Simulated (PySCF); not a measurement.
# Electronic structure of As²⁺ (arsenic, charge +2) at the UHF level

Configuration: [Ar] 3d10 4s2 4p1, 2P determinant. Computed with PySCF 2.14 in def2-SVP (5s4p3d, 32 functions), with no relativity, point nucleus.

| Quantity | Value |
| --- | --- |
| Total energy | -2232.907406 hartree |
| One-electron energy | -3088.6198 hartree |
| Hartree (Coulomb) energy | 936.6422 hartree |
| Exchange energy | -80.9299 hartree |
| Kinetic energy | 2232.83471 hartree |
| ⟨S²⟩ | 0.7587 |
| ⟨L²⟩ | 2.026 |
| Sum of ⟨r⟩ | 19.13 bohr |
| Sum of ⟨r²⟩ | 23.02 bohr² |
| Traceless quadrupole moment −½Σ⟨3z² − r²⟩ along its main axis | -2.26 e·bohr² |
| Density at the nucleus (Gaussians lack the cusp) | 23200 bohr⁻³ |
| Spin density at the nucleus | 0.0687 bohr⁻³ |
| Langevin diamagnetic susceptibility | -18.2 ×10⁻⁶ cm³/mol |
| Time after the integrals | 0.1 s of wall time on 1 thread of Neoverse-V1 (shared host) |

| shell | electrons | mean orbital energy (hartree) | spread (hartree) | rms radius, mean of both spins (bohr) |
| --- | --- | --- | --- | --- |
| 1s α | 1 | -433.35808 | 0 | 0.0537 |
| 1s β | 1 | -433.35429 | 0 | 0.0537 |
| 2s α | 1 | -57.09683 | 0 | 0.224 |
| 2s β | 1 | -57.09542 | 0 | 0.224 |
| 2p α | 3 | -50.95575 | 0.00211 | 0.198 |
| 2p β | 3 | -50.95216 | 0.00702 | 0.198 |
| 3s α | 1 | -8.83136 | 0 | 0.650 |
| 3s β | 1 | -8.82446 | 0 | 0.650 |
| 3p α | 3 | -6.68307 | 0.00136 | 0.671 |
| 3p β | 3 | -6.67361 | 0.02429 | 0.671 |
| 3d α | 5 | -2.91286 | 0.01359 | 0.744 |
| 3d β | 5 | -2.90805 | 0.02340 | 0.744 |
| 4s α | 1 | -1.40869 | 0 | 2.01 |
| 4s β | 1 | -1.30749 | 0 | 2.01 |
| 4p α | 1 | -1.02013 | 0 | 2.36 |
